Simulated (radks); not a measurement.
Results of a calculation; reference values are marked as such.
Q: Xe, 54 electrons, occupied as [Kr] 4d9 5s2 5p6 6p1 (not the ground configuration). Level of theory: Dirac Kohn-Sham, RPBE, spin-unpolarised, spherical densities, finite nucleus; open shells fill j = l - 1/2 first; Fermi nuclear charge, rms radius 4.7859 fm (a radial shooting solver on a logarithmic mesh with Libxc functionals). Some entries of the table are withheld. Estimate them.

orbital  occ.  eigenvalue (hartree)  <r^2> (bohr^2)
1s1/2       2             -1262.779       0.0009637
2s1/2       2             -196.9820         0.01543
2p1/2       2             -185.0856         0.01139
2p3/2       4             -173.1578         0.01267
3s1/2       2             -40.75824          0.1071
3p1/2       2             -35.81765          0.1019
3p3/2       4             -33.55031          0.1098
3d3/2       4             -24.86894         0.09184
3d5/2       6             -24.38959         0.09413
4s1/2       2              -7.76969          0.5741
4p1/2       2                   (1)          0.6244
4p3/2       4                   (2)          0.6703
4d3/2       4              -2.70057          0.8505
4d5/2       5              -2.62484          0.8708
5s1/2       2              -0.99784           3.553
5p1/2       2              -0.56929             (3)
5p3/2       4              -0.51321             (4)
6p1/2       1              -0.04815             (5)
6p3/2       0              -0.04575             (6)

A: 
(1) 4p1/2 eigenvalue (hartree): -6.01219
(2) 4p3/2 eigenvalue (hartree): -5.55345
(3) 5p1/2 <r^2> (bohr^2): 4.781
(4) 5p3/2 <r^2> (bohr^2): 5.214
(5) 6p1/2 <r^2> (bohr^2): 67.49
(6) 6p3/2 <r^2> (bohr^2): 71.54
